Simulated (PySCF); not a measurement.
A structure optimised at PBE-D3(BJ)/def2-SVP, used in a PySCF frequency run:

```xyz
9

C      0.0064     2.7751     0.0000
C      0.8661     1.7436     0.0000
Sn     0.0443    -0.2195     0.0000
F     -1.8941    -0.0209     0.0000
F      0.4639    -1.3475    -1.5266
F      0.4639    -1.3475     1.5266
H     -1.0867     2.6300     0.0000
H      0.3727     3.8171     0.0000
H      1.9617     1.8602     0.0000
```

Question: Write its SMILES, formula and point group.

Answer: C=[CH][Sn]([F])([F])[F], C₂H₃F₃Sn, Cs

Question: What are its rotational constants (standard atomic weights)?

Answer: 2.8196, 1.5971, 1.5865 GHz
